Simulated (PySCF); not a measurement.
**Bond energies at HF/def2-TZVPP beside a composite method**

PySCF, lowest determinants of a PBE0 search. The composite is CCSD(T) extrapolated to the basis-set limit from two correlation-consistent sets, with core-valence (CV) and scalar-relativistic (SR) terms as its label shows; it has no spin–orbit coupling and nothing beyond (T).

```csv
species,state (unpaired electrons),De HF (eV),De composite (eV),composite,dissociates to
SeO,triplet (π ↑↑),1.23,4.54,CCSD(T)/CBS(TQ)+CV,Se + O
Se2,triplet (π ↑↑),1.41,3.55,CCSD(T)/CBS(TQ),Se + Se
SnBr,doublet (π ↑),2.32,3.44,CCSD(T)/CBS(DT),Sn + Br
SeS,triplet (π ↑↑),1.66,3.95,CCSD(T)/CBS(TQ),Se + S
BiH,triplet (π ↑↑),1.33,2.43,CCSD(T)/CBS(DT),Bi + H
SbF,triplet (π ↑↑),2.18,4.12,CCSD(T)/CBS(DT),Sb + F
BrF,singlet (closed shell),0.45,2.72,CCSD(T)/CBS(TQ)+CV,Br + F
TeC,singlet (closed shell),1.44,4.99,CCSD(T)/CBS(TQ)+CV,Te + C
```

Question: Does HF bind more or less than the composite, by how much on average, and where is the difference largest?

Answer: HF/def2-TZVPP binds less on average, method and basis taken together: the mean signed difference is -2.21 eV and the mean absolute one 2.21 eV; it is largest for TeC (-3.55 eV).

The molecules are drawn from runs that passed checks on state, spin purity and fit, so the hardest cases are missing and the errors look smaller than over all diatomics.

Correlated steps freeze the inner cores (4 to 18 orbitals); shallow outer-core shells are correlated. UHF and ROHF references stand side by side, which adds small steps between rows. These are scalar-relativistic numbers at best; spin–orbit coupling would shift them, the dissociation energy most. Where the molecule has an RHF reference, its open-shell atoms are computed with UHF. The CCSD T1 diagnostic is raised in TeC, a sign that a single reference may not be enough there. States were picked by a PBE0 search and need not be the measured ground states.
